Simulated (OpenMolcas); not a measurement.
# Mn6+, Tc6+, Re6+: d down the group

```yaml
Program: OpenMolcas
Method: SS-CASPT2, IPEA 0.25 Eh, imaginary shift 0.1 Eh
Basis: ANO-R2
Scalar_Hamiltonian: X2C, finite nucleus
Spin-orbit_coupling: state interaction with AMFI integrals over the reference wave functions, term energies averaged over their components
```

Active space for each ion: 1 electron in 5 orbitals (d); closed shells correlated by CASPT2: Mn6+ 3s 3p; Tc6+ 4s 4p; Re6+ 5s 5p.

Computed levels in cm-1 above 2D 3/2:

| Level | Mn6+ | Tc6+ | Re6+ |
| --- | --- | --- | --- |
| 2D 5/2 | 1317 | 3280 | 11250 |
| weight of 2D in the lowest level (%) | 100 | 100 | 100 |

Measured, with the error of the calculation in %. Measured levels: Mn6+ from Corliss and Sugar, J. Phys. Chem. Ref. Data 6, 1253 (1977).

```
 Level         Mn6+
2D 5/2  1350 (-2.5)
```

The fine-structure level 2D 5/2 changes by a factor of 8.54 from Mn6+ to Re6+.

CASPT2 breaks the degeneracy within a term, and the mean is taken; among the terms shown or strongly mixed into the levels shown the widest spread is 15 cm-1 (3d 2D, Mn6+). With one active electron, CASPT2 adds the correlation within the correlated inactive shells and between them and that electron, and leaves the splitting within a term as the reference gives it. Computed and measured levels are paired by configuration, term and J; levels that our copy of the source lacks, or whose pairing is in doubt (as where it misses far off the trend of its configuration), stay unpaired and out of the deviations. Levels of configurations outside the active space are missing.
